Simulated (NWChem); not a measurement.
System: C2H7OSi, doublet; SMILES C[Si](C)O

```xyz
11

C     -1.0648    -1.3854    -0.1755
Si     0.0602    -0.0057     0.4155
C     -0.5601     1.6708    -0.1917
O      1.5747    -0.3627    -0.2220
H     -0.6919    -2.3672     0.1518
H     -2.0857    -1.2549     0.2148
H     -1.1124    -1.3882    -1.2780
H     -0.6087     1.6832    -1.2945
H      0.0910     2.4977     0.1315
H     -1.5704     1.8689     0.2000
H      2.2870     0.2296     0.0362
```
Atoms are numbered in this order, from 1.

Results from NWChem. Spin-unrestricted. Geometry: optimised at PBE0/def2-SVP, spin-unrestricted. No frequency run checked for a minimum. No stability test was run on the SCF state. Total energies compare along this basis series because the functional is fixed.

```tsv
level	basis functions	energy (Ha)	highest occupied level (eV)	lowest empty minus highest occupied level, either spin (eV)	dipole (D)	<S²>
UHF/def2-SVP	95	-443.4190	-8.27	10.60	1.35	0.753
UHF/def2-SVPD	143	-443.4341	-8.35	9.90	1.27	0.753
UHF/def2-TZVP	172	-443.7090	-8.35	10.46	1.27	0.753
UHF/def2-TZVPP	233	-443.7129	-8.35	10.46	1.24	0.753
```
